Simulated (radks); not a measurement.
Coulomb parameter of the 5d shell of the iridium ion Ir3+ in the model configuration [Xe] 4f14 5d4.5 6s1.5, as a second difference U = [E(n + 0.5) + E(n - 0.5) - 2 E(n)] / (0.5)^2 with all orbitals relaxed. "Bare": the charge of the atom changes with n. "Screened": the 6s shell takes up the change at fixed total charge, which measures U(5d,5d) + U(6s,6s) - 2 U(5d,6s). All-electron calculation, Dirac Kohn-Sham, LDA (Slater exchange, Perdew-Wang correlation), spin-unpolarised, spherical densities, finite nucleus; open shells are shared between the two j in proportion to 2j + 1; Fermi nuclear charge, rms radius 5.4032 fm. Program: a radial shooting solver on a logarithmic mesh with Libxc functionals.

[
 {"case": "start", "configuration": "[Xe] 4f14 5d4.5 6s1.5", "E - E(n) (eV)": "0.000"},
 {"case": "bare +0.5", "configuration": "[Xe] 4f14 5d5 6s1.5", "E - E(n) (eV)": "-18.974"},
 {"case": "bare -0.5", "configuration": "[Xe] 4f14 5d4 6s1.5", "E - E(n) (eV)": "22.332"},
 {"case": "screened +0.5", "configuration": "[Xe] 4f14 5d5 6s1", "E - E(n) (eV)": "-3.452"},
 {"case": "screened -0.5", "configuration": "[Xe] 4f14 5d4 6s2", "E - E(n) (eV)": "3.783"}
]

U(bare) = 13.431 eV, U(screened by 6s) = 1.323 eV.
